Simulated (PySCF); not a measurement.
C6H10O, charge +1, multiplicity 2. Atoms are numbered in the order given.

```xyz
17

O      2.2756    -0.3491     0.0000
C      1.1615     0.0616     0.0000
C      0.3811     0.3480    -1.3193
C     -1.0030    -0.2864    -1.2538
C     -1.7871     0.1066     0.0000
C     -1.0030    -0.2864     1.2538
C      0.3811     0.3480     1.3193
H      0.3321     1.4525    -1.3370
H      1.0037    -0.0074    -2.1502
H     -1.5375     0.0590    -2.1599
H     -0.9182    -1.3815    -1.3457
H     -2.7656    -0.3937     0.0000
H     -1.9826     1.1923     0.0000
H     -1.5375     0.0590     2.1599
H     -0.9182    -1.3815     1.3457
H      1.0037    -0.0074     2.1502
H      0.3321     1.4525     1.3370
```
Charge +1, spin multiplicity 2.

Geometry optimised at B3LYP-D3(BJ)/def2-SVP. The multiplicity is an assumed one; other spin states were not compared. Other conformers were not sampled.

The numbers are results of B3LYP/def2-TZVP (PySCF), not measurements.

ESP charges are fitted to the potential on shells at 1.4 to 2.0 van der Waals radii. Atomic charges (e):

```json
[
 {"atom": "O1", "ESP fit": "-0.11", "Löwdin": "0.42", "Mulliken": "0.04", "meta-Löwdin": "-0.06", "Mulliken spin": "0.58"},
 {"atom": "C2", "ESP fit": "0.49", "Löwdin": "-0.17", "Mulliken": "0.23", "meta-Löwdin": "0.44", "Mulliken spin": "-0.01"},
 {"atom": "C3", "ESP fit": "?", "Löwdin": "-0.14", "Mulliken": "-0.18", "meta-Löwdin": "-0.18", "Mulliken spin": "0.14"},
 {"atom": "C4", "ESP fit": "?", "Löwdin": "-0.22", "Mulliken": "-0.21", "meta-Löwdin": "-0.18", "Mulliken spin": "0.02"},
 {"atom": "C5", "ESP fit": "?", "Löwdin": "-0.23", "Mulliken": "-0.22", "meta-Löwdin": "-0.19", "Mulliken spin": "0.01"},
 {"atom": "C6", "ESP fit": "?", "Löwdin": "-0.22", "Mulliken": "-0.21", "meta-Löwdin": "-0.18", "Mulliken spin": "0.02"},
 {"atom": "C7", "ESP fit": "?", "Löwdin": "-0.14", "Mulliken": "-0.18", "meta-Löwdin": "-0.18", "Mulliken spin": "0.14"},
 {"atom": "H8", "ESP fit": "?", "Löwdin": "0.18", "Mulliken": "0.18", "meta-Löwdin": "0.17", "Mulliken spin": "0.00"},
 {"atom": "H9", "ESP fit": "?", "Löwdin": "0.17", "Mulliken": "0.19", "meta-Löwdin": "0.17", "Mulliken spin": "0.01"},
 {"atom": "H10", "ESP fit": "0.11", "Löwdin": "0.18", "Mulliken": "0.18", "meta-Löwdin": "0.16", "Mulliken spin": "0.04"},
 {"atom": "H11", "ESP fit": "0.09", "Löwdin": "0.16", "Mulliken": "0.16", "meta-Löwdin": "0.13", "Mulliken spin": "0.00"},
 {"atom": "H12", "ESP fit": "0.10", "Löwdin": "0.16", "Mulliken": "0.16", "meta-Löwdin": "0.14", "Mulliken spin": "0.00"},
 {"atom": "H13", "ESP fit": "0.10", "Löwdin": "0.15", "Mulliken": "0.14", "meta-Löwdin": "0.12", "Mulliken spin": "0.00"},
 {"atom": "H14", "ESP fit": "0.11", "Löwdin": "0.18", "Mulliken": "0.18", "meta-Löwdin": "0.16", "Mulliken spin": "0.04"},
 {"atom": "H15", "ESP fit": "0.09", "Löwdin": "0.16", "Mulliken": "0.16", "meta-Löwdin": "0.13", "Mulliken spin": "0.00"},
 {"atom": "H16", "ESP fit": "?", "Löwdin": "0.17", "Mulliken": "0.19", "meta-Löwdin": "0.17", "Mulliken spin": "0.01"},
 {"atom": "H17", "ESP fit": "?", "Löwdin": "0.18", "Mulliken": "0.18", "meta-Löwdin": "0.17", "Mulliken spin": "0.00"}
]
```

**Question.** Some entries are withheld; supply them. (The exact figures need the calculation; the answer reports its results.)

**Answer.** 
- C3, ESP fit: -0.23
- C4, ESP fit: -0.01
- C5, ESP fit: -0.17
- C6, ESP fit: -0.01
- C7, ESP fit: -0.23
- H8, ESP fit: 0.16
- H9, ESP fit: 0.17
- H16, ESP fit: 0.17
- H17, ESP fit: 0.16

**Question.** Give the Mayer and Wiberg (Löwdin basis) orders of the bonds. (An estimate is asked for; the answer gives what the named calculation found.)

**Answer.** 
| bond | Mayer | Wiberg |
|---|---|---|
| O1–C2 | 1.99 | 2.64 |
| C2–C3 | 0.85 | 1.06 |
| C3–C4 | 0.97 | 1.21 |
| C4–C5 | 0.95 | 1.20 |
| C5–C6 | 0.95 | 1.20 |
| C2–C7 | 0.85 | 1.06 |
| C6–C7 | 0.97 | 1.21 |
| C3–H8 | 0.91 | 0.80 |
| C3–H9 | 0.95 | 0.83 |
| C4–H10 | 0.92 | 0.80 |
| C4–H11 | 0.95 | 0.83 |
| C5–H12 | 0.95 | 0.83 |
| C5–H13 | 0.96 | 0.84 |
| C6–H14 | 0.92 | 0.80 |
| C6–H15 | 0.95 | 0.83 |
| C7–H16 | 0.95 | 0.83 |
| C7–H17 | 0.91 | 0.80 |
